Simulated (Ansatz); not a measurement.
Relaxation of Cl₃H₃HfO (8 atoms, charge 0, multiplicity 1), to a largest force component of 0.03 eV/Å in at most 50 steps.

Method: Ansatz 0.2.0, UHF/def2-SVP.

```xyz
8
Properties=species:S:1:pos:R:3:forces:R:3
Hf -0.655 0.585 -1.050 0.92 0.35 1.46
O 0.767 -1.204 1.863 0.06 0.54 -0.21
Cl 0.601 -1.050 -2.190 0.01 0.00 0.00
Cl -2.781 -0.145 -0.362 0.00 -0.01 0.01
Cl -0.848 2.519 -2.372 0.00 0.00 0.00
H 0.900 -0.259 1.788 0.00 -0.65 0.20
H 0.392 1.143 0.566 -0.90 -0.27 -1.46
H 1.625 -1.590 1.758 -0.08 0.02 0.02
```

Task: Where does it end, and by what steps?

Result: The forces met the threshold. The force dipped under the threshold on the way, but the program's further checks kept it going. After 25 steps the energy has fallen by 0.952 eV; H8 moved furthest, 0.95 Å. Joined: Hf1–O2.

```json
{"step": "0", "energy less start (eV)": "0.0000", "largest force component (eV/Å)": "1.464", "accepted": "yes"}
{"step": "1", "energy less start (eV)": "0.0066", "largest force component (eV/Å)": "2.472", "accepted": "no"}
{"step": "2", "energy less start (eV)": "-0.1742", "largest force component (eV/Å)": "0.243", "accepted": "yes"}
{"step": "3", "energy less start (eV)": "-0.2257", "largest force component (eV/Å)": "0.282", "accepted": "yes"}
{"step": "4", "energy less start (eV)": "-0.2532", "largest force component (eV/Å)": "1.507", "accepted": "yes"}
{"step": "5", "energy less start (eV)": "-0.3134", "largest force component (eV/Å)": "1.655", "accepted": "yes"}
{"step": "6", "energy less start (eV)": "-0.4794", "largest force component (eV/Å)": "1.038", "accepted": "yes"}
{"step": "7", "energy less start (eV)": "-0.7040", "largest force component (eV/Å)": "0.852", "accepted": "yes"}
{"step": "8", "energy less start (eV)": "-0.8743", "largest force component (eV/Å)": "0.972", "accepted": "yes"}
{"step": "9", "energy less start (eV)": "-0.9070", "largest force component (eV/Å)": "1.495", "accepted": "yes"}
{"step": "10", "energy less start (eV)": "-0.9312", "largest force component (eV/Å)": "0.865", "accepted": "yes"}
{"step": "11", "energy less start (eV)": "-0.9455", "largest force component (eV/Å)": "0.167", "accepted": "yes"}
{"step": "12", "energy less start (eV)": "-0.9492", "largest force component (eV/Å)": "0.061", "accepted": "yes"}
{"step": "13", "energy less start (eV)": "-0.9500", "largest force component (eV/Å)": "0.075", "accepted": "yes"}
{"step": "14", "energy less start (eV)": "-0.9510", "largest force component (eV/Å)": "0.016", "accepted": "yes"}
{"step": "15", "energy less start (eV)": "-0.9507", "largest force component (eV/Å)": "0.170", "accepted": "no"}
{"step": "16", "energy less start (eV)": "-0.9513", "largest force component (eV/Å)": "0.048", "accepted": "yes"}
{"step": "17", "energy less start (eV)": "-0.9514", "largest force component (eV/Å)": "0.068", "accepted": "yes"}
{"step": "18", "energy less start (eV)": "-0.9514", "largest force component (eV/Å)": "0.058", "accepted": "yes"}
{"step": "19", "energy less start (eV)": "-0.9515", "largest force component (eV/Å)": "0.034", "accepted": "yes"}
{"step": "20", "energy less start (eV)": "-0.9516", "largest force component (eV/Å)": "0.064", "accepted": "yes"}
{"step": "21", "energy less start (eV)": "-0.9517", "largest force component (eV/Å)": "0.048", "accepted": "yes"}
{"step": "22", "energy less start (eV)": "-0.9517", "largest force component (eV/Å)": "0.003", "accepted": "yes"}
{"step": "23", "energy less start (eV)": "-0.9518", "largest force component (eV/Å)": "0.016", "accepted": "yes"}
{"step": "24", "energy less start (eV)": "-0.9517", "largest force component (eV/Å)": "0.137", "accepted": "no"}
{"step": "25", "energy less start (eV)": "-0.9519", "largest force component (eV/Å)": "0.015", "accepted": "yes"}
```

```xyz
8
Properties=species:S:1:pos:R:3
Hf -0.352 0.470 -0.629
O 0.568 -0.803 1.115
Cl 1.059 -1.080 -1.830
Cl -2.484 -0.162 0.242
Cl -0.899 2.007 -2.348
H 0.575 -0.582 2.038
H 0.435 1.726 0.449
H 1.098 -1.577 0.963
```

Whether the end is a true minimum wasn't checked by a vibrational analysis.

Time of the run: 77 s on 2 threads of Arm Neoverse V1, on a shared host, peak memory 0.37 GiB.
